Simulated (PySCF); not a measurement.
# Adding and removing an electron: TlSb

UHF-MP2; PySCF, scalar-relativistic core potentials, basis sets Tl cc-pVDZ-PP with ECP60, Sb cc-pVDZ-PP with ECP28. Neutral (UHF): triplet (π ↑↑), Re = 3.026 Å, ωe = 127 cm⁻¹, De = 1.13 eV.

TlSb⁺ (UHF): quartet (σ ↑, π ↑↑), Re = 3.475 Å, ωe = 53.3 cm⁻¹. The energies at the minima are -410.94270 hartree for TlSb and -410.72035 for TlSb⁺.

Task: Work out the adiabatic ionisation energy, without and with harmonic zero-point energies (1 hartree = 27.2114 eV, 1 eV = 8065.5 cm⁻¹), and the change of the bond length.

Result: At UHF-MP2: 0.22235 hartree = 6.050 eV between the minima; the zero-point term (53.3 − 127.0)/2 cm⁻¹ = -0.005 eV makes it 6.046 eV. Re changes by +44.9 pm against the neutral. The electron leaves a σ orbital, and the ion is left as a loose complex of an ion and an atom.

Correlated steps freeze 8 core orbitals. Correlated levels converge slowly with the basis: in double zeta they bind strong bonds too weakly, by up to about 1 eV, and carry superposition errors of some tenths. These are scalar-relativistic numbers at best; spin–orbit coupling would shift them, the dissociation energy most. States were picked by a PBE0 search and need not be the measured ground states.
